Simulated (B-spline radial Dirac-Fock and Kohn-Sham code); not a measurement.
How the levels of hafnium move as electrons are removed

Model: ΔSCF Dirac-Fock with Breit, self-energy and vacuum polarisation, finite nucleus, configuration average. Program: a radial atomic solver. Each ion is free and in its tabulated ground configuration. Correlation energy is missing from these numbers.

Reference: Hf²⁰⁺, [Kr] 4d10 4f6, with K (1s) 65909.5 eV, L2 (2p1/2) 11308.5 eV, M2 (3p1/2) 2939.9 eV, N1 (4s) 1077.9 eV, N2 (4p1/2) 978.3 eV, Kα1 (K-L3) 55779.0 eV, Kβ1 (K-M3) 63226.1 eV, Lℓ (L3-M1) 6953.5 eV. Shifts from it, in eV (a dash: the subshell is empty, belongs to an open shell averaged over j, or its hole state is left out as unreliable):

```
  ion  configuration  K (1s)  L2 (2p1/2)  M2 (3p1/2)  N1 (4s)  N2 (4p1/2)    Kα1     Kβ1     Lℓ
Hf²¹⁺  [Kr] 4d10 4f5   +48.5       +49.5       +50.6    +44.1       +43.8  -1.18   -1.88  -0.90
Hf²²⁺  [Kr] 4d10 4f4   +98.6      +100.7      +102.7    +89.2       +88.5  -2.42   -3.76  -1.75
Hf²³⁺  [Kr] 4d10 4f3  +150.2      +153.4      +156.3   +135.2      +134.3  -3.73   -5.62  -2.54
Hf²⁴⁺  [Kr] 4d10 4f2  +203.3      +207.7      +211.4   +182.2      +180.9  -5.10   -7.45  -3.25
Hf²⁵⁺  [Kr] 4d10 4f1  +257.9      +263.5      +268.1   +230.1      +228.5  -6.54   -9.24  -3.88
Hf²⁶⁺      [Kr] 4d10  +313.9      +320.9      +326.1   +278.9      +277.0  -8.04  -10.97  -4.41
Hf²⁷⁺       [Kr] 4d9  +377.3      +384.0      +384.4   +326.4      +323.8  -7.58   -5.33  +0.58
```

Over this range K (1s) moves by +377.3 eV and Kα1 by -7.6 eV: a line is a difference of two levels that shift in the same direction.

Values without a named source are computed, but for edge energies of neutral atoms, which are taken from tables.
